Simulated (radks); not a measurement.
Q: Successive ionisation energies (eV) of one element, from differences of total energies of ions in their ground configurations, starting at charge 0: 6.489, 19.696, 36.169, 55.405, 76.906, 108.13, 134.84, 163.29, 193.36, 224.91, 319.61, 351.27, 382.99, 426.09, 460.51, 494.86, 565.15, 603.70, 1540.3, 1642.9, 1745.2, 1887.0. All-electron calculation, non-relativistic Kohn-Sham, PBE, spin-polarised, spherical densities, point nucleus; open shells are filled with parallel spins first. Program: a radial shooting solver on a logarithmic mesh with Libxc functionals. Which element is it?

A: Nickel (Z = 28). The first species listed is Ni in [Ar] 3d8 4s2, the last Ni21+ in [He] 2s2 2p3.
